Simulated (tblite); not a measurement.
Calculated harmonic vibrations of the isolated species, GFN2-xTB (tblite), most abundant isotopes, no scaling. This tight-binding method is rough: wavenumbers can miss measured ones by several per cent, in bad cases by 10 to 20. Modes of hydrogen on phosphorus and silicon can be 10 to 20 % off. One conformer each. Open shells enter through the occupations alone, without spin polarisation, and single modes of such species can be off by tens of per cent. Thermal functions are those of the rigid rotor and harmonic oscillator, without mixing of conformers.

Question: Order these by their zero-point energy, highest first (kcal/mol).
A. `C#Cc1nnc(C(C)C)s1`
B. `CNNc1ccc(Cl)cc1`
C. `C[C@@H]1SCC[C@@H](C#N)S1`
D. `CCOC1=C(F)[Si@@H](OC)C1`
E. `COCP1CCPCC1`
F. `c1ccsc1[CH]O` [radical]
G. `COC[C@@H](F)C1=C[C@@H]1F`

Answer: E (118.0), D (100.4), B (92.3), C (86.6), A (84.2), G (79.5), F (52.5).

```tsv
SMILES	atoms	mass (u)	symmetry number	modes under 300 cm⁻¹	ZPE (kcal/mol)	S translation (cal/(mol K))	S rotation	S vibration	S spin	S	Cp
COCP1CCPCC1	23	164.05	1	9	118.0	41.2	30.3	32.7	0.0	104.2	43.9
CCOC1=C(F)[Si@@H](OC)C1	21	162.05	1	11	100.4	41.2	30.5	41.4	0.0	113.1	45.8
CNNc1ccc(Cl)cc1	19	156.05	1	6	92.3	41.1	30.3	29.0	0.0	100.3	39.2
C[C@@H]1SCC[C@@H](C#N)S1	18	159.02	1	8	86.6	41.1	29.7	26.3	0.0	97.2	38.3
C#Cc1nnc(C(C)C)s1	18	152.04	1	9	84.2	41.0	29.9	31.5	0.0	102.3	40.3
COC[C@@H](F)C1=C[C@@H]1F	17	134.05	1	7	79.5	40.6	29.4	29.9	0.0	99.9	36.2
O[CH]c1cccs1	12	113.01	1	3	52.5	40.1	27.7	12.8	1.4	81.9	27.1
```

Entropies and Cp are for 298.15 K and 1 bar.
